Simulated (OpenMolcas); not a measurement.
A calculation on Zr.

```yaml
Program: OpenMolcas 26.06
Method: "XMS-CASPT2, IPEA 0.25 Eh, imaginary shift 0.1 Eh (closed shells correlated: 4s 4p)"
Basis: ANO-RCC-VTZP [7s6p4d2f1g]
Scalar_Hamiltonian: DKH2, point nucleus
Active_space: 4 electrons in 6 orbitals (4d 5s)
State_averaging: 2S+1 = 3 even, 71 roots; 2S+1 = 5 even, 15 roots kept (CI in the orbitals of an earlier block); 2S+1 = 1 even, 55 roots kept (CI in the orbitals of an earlier block)
Spin-orbit_coupling: RASSI with atomic mean-field integrals over the reference wave functions, term energies averaged over their components
```

(1) Which level of the active space comes out lowest?

(2) How high does 4d2 5s2 3F3 lie?

(3) How high does 4d3 5s 3P0(1) lie?

(4) How high does 4d3 5s 5P1 lie?

(5) The level at 0.815 eV has J = 2. What is it made of, and what is its g factor?

Measured values: NIST Handbook of Basic Atomic Spectroscopic Data.

Answers

(1) 4d2 5s2 3F2, with 98 % of that term; it is also the measured ground level.

(2) 0.0571 eV above the lowest level; measured 0.0707 eV above the ground level, so the calculation is off by -19 %.

(3) 0.712 eV above the lowest level.

(4) 1.787 eV above the lowest level; measured 1.3496 eV above the ground level, so the calculation is off by +32 %.

(5) 51 % 4d3 5s 3P2(1), 41 % 4d2 5s2 1D, 5 % 4d3 5s 3P(3); g = 1.283, against 1.501 from Landé's formula for the pure leading term.

CASPT2 breaks the degeneracy within a term, and the mean is taken; among the terms shown or strongly mixed into the levels shown the widest spread is 3000 cm-1 (4d2 5s2 3F). Over all roots computed the reference weight is 0.80 to 0.90; the roots of lowest weight are the least certain, and an intruder state may touch them. Terms from blocks run as CI alone lack orbitals of their own. Configurations are named by rounded mean occupations; where the s occupation lies near a half they are strongly mixed, a name can repeat and a true partner stay unpaired. A single d shell beside an s shell can misplace configurations of different d count against each other. The CASPT2 spread within a term exceeds the gap to the next term for 4d3 5s 3P(1) and 4d2 5s2 1D, so the order of their levels is uncertain, and so are names and mixing where such terms share a J. Computed and measured levels are paired by configuration, term and J; levels that our copy of the source lacks, or whose pairing is in doubt (as where it misses far off the trend of its configuration), stay unpaired and out of the deviations. Levels of configurations outside the active space are missing.

A number in round brackets counts repeated terms of one configuration in the order of the reference energies.
